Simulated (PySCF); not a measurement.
C₇H₉N.
Geometry (GFN2-xTB, Å), atoms numbered from 1 in this order:
```
atom  x, y, z in Å
N1    -2.1401    0.2131    1.3479
C2    -1.8795   -0.5758    0.4140
C3    -0.8751   -0.4059   -0.7144
C4    -0.3804    1.0056   -0.8080
C5     0.7564    1.3999   -0.2594
C6     1.6783    0.4642    0.4588
C7     1.3890   -0.9651    0.1204
C8     0.2507   -1.3603   -0.4232
H9    -1.6207    1.0915    1.3218
H10   -2.4076   -1.5257    0.4145
H11   -1.3757   -0.6981   -1.6458
H12   -1.0209    1.7040   -1.3289
H13    1.0767    2.4304   -0.3305
H14    2.7170    0.7024    0.2095
H15    1.5775    0.6073    1.5424
H16    2.1761   -1.6758    0.3289
H17    0.0712   -2.3995   -0.6578
```

Probes without a nucleus sit at each ring's centroid and 1 Å off its mean plane on both sides; NICS is minus the shielding there, NICSzz its component along the normal. Level: GIAO PBE0/pcSseg-1 (PySCF, non-relativistic, gas phase) on the GFN2-xTB geometry, one conformer.

Ring bond lengths (Å), with Mayer bond orders in brackets: C3–C4 1.499 (1.02), C4–C5 1.322 (1.92), C5–C6 1.497 (1.05), C6–C7 1.497 (1.05), C7–C8 1.322 (1.92), C8–C3 1.504 (1.01).

What do the NICS probes read (ppm)?

```
             ring                                                    type  NICS(0)  NICS(1), two faces  NICS(1)zz, two faces  rms pucker (Å)  centre to ring atoms, mean (Å)
C3–C4–C5–C6–C7–C8  6-membered carbocycle; formal bonds 2 double, 4 single      0.2         -3.1 / -1.1            -2.2 / 1.3            0.11                            1.43
```

What can be read from them?

- C3–C4–C5–C6–C7–C8: mean NICS(1)zz -0.4 ppm, near zero. C3, C6 have four or more neighbours, and the NICS criterion for π rings isn't applied. The two faces differ by 3.5 ppm, so no symmetry operation interchanges them.

What field does 11.7 T along the ring normal induce along that normal at the first NICS(1) probe listed for ring C3–C4–C5–C6–C7–C8, 1 Å off the ring?

NICSzz × B0 = -2.2 ppm × 11.7 T = -26 μT, against the applied field.
